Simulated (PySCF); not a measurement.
One of the candidates below gave these computed data.

All candidates are C4H8Si.

| technique | computed result |
| --- | --- |
| 13C NMR | chemical shifts (computed TMS as zero) by class: 138.7 (2 C), 17.0 (2 C) ppm [GIAO PBE0/pcSseg-1] |
| Dipole | 0.16 D [wB97X-D/def2-SVPD] |
| Rotational structure | rotational constants A, B, C: 6.114, 4.425, 2.733 GHz [GFN2-xTB] |
| 1H NMR | chemical shifts (computed TMS as zero) by class: 6.13 (2 H), 4.32 (2 H), 1.79 (4 H) ppm [GIAO PBE0/pcSseg-1] |
| UV, first state | lowest singlet excitation: 6.83 eV (181 nm, f = 0.010) [TDDFT wB97X-D/def2-SVPD] |
| Triplet | lowest triplet excitation (Tamm–Dancoff): 4.59 eV [TDA wB97X-D/def2-SVPD] |
| UV, strongest line | among the 8 lowest singlet transitions: S2 at 7.24 eV (171 nm, f = 0.186) [TDDFT wB97X-D/def2-SVPD] |

Gas-phase values; electronic properties from PySCF, density fitting. Levels stand in brackets. Geometry: GFN2-xTB; no solvent, vibrations or thermal averaging. NMR values are class means; diastereotopic atoms form classes of their own.

Question: Which candidate is it?
A. `CC#C[SiH2]C`
B. `C=C[SiH]1CC1`
C. `C1=CC[SiH2]C1`
D. `C=C[C@H]1C[SiH2]1`

Answer: C. It is `C1=CC[SiH2]C1`. Numbering: `[CH:1]1=[CH:2][CH2:3][SiH2:4][CH2:5]1`. Its formula, C4H8Si, gives 2 degrees of unsaturation: 1 ring and 1 π bond in the structure found. 4 carbons fall into 2 classes; from least to most shielded: alkene CH carbon [C1/C2] (138.7 ppm, 2 C), ring sp3 carbon bound to silicon [C3/C5] (17.0 ppm, 2 C). Hydrogen classes from least to most shielded: 2 H on 2 alkene CH carbons, C1/C2 (6.13 ppm), 2 H on an SiH2 silicon, Si4 (4.32 ppm), 4 H on 2 like atoms (sp3 carbon bound to silicon), C3/C5 (1.79 ppm). The optimised geometry has point group C2v and is an asymmetric top.

The others, at the same levels:
- `C=C[C@H]1C[SiH2]1` fails: it has 4 carbon classes against 2; its computed 13C shifts are 149.9 (1 C), 109.5 (1 C), 13.5 (1 C), 3.8 (1 C) ppm, 1H shifts are 6.98 (1 H), 4.92 (1 H), 4.69 (1 H), 3.01 (1 H), 2.37 (1 H), 1.61 (1 H), 1.06 (1 H), 1.02 (1 H) ppm and rotational constant A is 7.773 GHz (against 6.114 GHz).
- `C=C[SiH]1CC1` fails: it has 3 carbon classes against 2; its computed 13C shifts are 140.1 (1 C), 137.3 (1 C), 0.0 (2 C) ppm, 1H shifts are 6.41 (1 H), 6.33 (1 H), 5.87 (1 H), 3.20 (1 H), 0.72 (2 H), 0.65 (2 H) ppm and rotational constant A is 7.653 GHz (against 6.114 GHz).
- `CC#C[SiH2]C` fails: it has 4 carbon classes against 2; its computed 13C shifts are 113.4 (1 C), 83.1 (1 C), 6.1 (1 C), -4.3 (1 C) ppm, 1H shifts are 4.44 (2 H), 2.07 (3 H), 0.24 (3 H) ppm and rotational constant A is 11.777 GHz (against 6.114 GHz).

Each candidate is one conformer, not necessarily the lowest. The conformers computed, where there is a choice (atom-mapped SMILES and torsion angles):
- `[CH2:1]=[CH:2][C@H:3]1[CH2:4][SiH2:5]1`: C1–C2–C3–C4 -22°
- `[CH2:1]=[CH:2][SiH:3]1[CH2:4][CH2:5]1`: C1–C2–Si3–C4 -26°
